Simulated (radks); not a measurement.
Valence configurations of the promethium ion Pm3+ (all share [Xe]). Method: scalar-relativistic Kohn-Sham, PBE, spin-polarised, spherical densities, finite nucleus; open shells are filled with parallel spins first (spin-orbit coupling, left out, can overturn this in heavy ions); Fermi nuclear charge, rms radius 4.962 fm; computed with a radial shooting solver on a logarithmic mesh with Libxc functionals. Energies are relative to 4f4; eigenvalues in eV for spin up.

\begin{tabular}{lrrrrrr}
valence & E (eV) & moment (Bohr magnetons) & e(4f) & e(5d) & e(6p) & e(6s) \\ \hline
4f4 & 0.000 & 4 & -32.832 & - & - & - \\
4f2 6p2 & 48.501 & 4 & -55.516 & - & -22.108 & - \\
4f2 5d1 6p1 & 36.895 & 4 & -51.226 & -31.512 & -20.311 & - \\
4f3 6p1 & 19.846 & 4 & -43.722 & - & -19.727 & - \\
4f2 5d2 & 26.180 & 4 & -46.924 & -28.668 & - & - \\
4f3 5d1 & 10.578 & 4 & -39.591 & -26.657 & - & - \\
4f2.5 6p1.5 & 32.995 & 4 & -49.518 & - & -20.970 & - \\
5d1 6p3 & 119.38 & 4 & - & -41.371 & -24.655 & - \\
4f3.5 6s0.5 & 6.351 & 4 & -37.626 & - & - & -23.174 \\
4f2 5d0.5 6p1.5 & 42.598 & 4 & -53.377 & -32.848 & -21.241 & - \\
\end{tabular}

NIST lists [Xe] 4f4 as the ground configuration; this level of theory agrees among the configurations tried. The energies are those of spherical high-spin densities, not of single terms.
